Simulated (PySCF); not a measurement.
Z-matrix (Å, degrees):
```
Ga
O 1 1.7976
H 2 0.9594 1 115.60
H 1 1.6003 2 113.73 3 180.00
```
Charge 0, spin multiplicity 2.

Q: Give the dipole moment, total energy and highest occupied spin orbital at the level PySCF with TPSSh-D3(BJ)/def2-TZVP // PBE0-D3(BJ)/def2-TZVP.

A: 
```
Item                                  Value
-----------------------------  ------------
dipole moment                     0.330 e·Å
total energy                   -54457.50 eV
highest occupied spin orbital      -5.36 eV
```
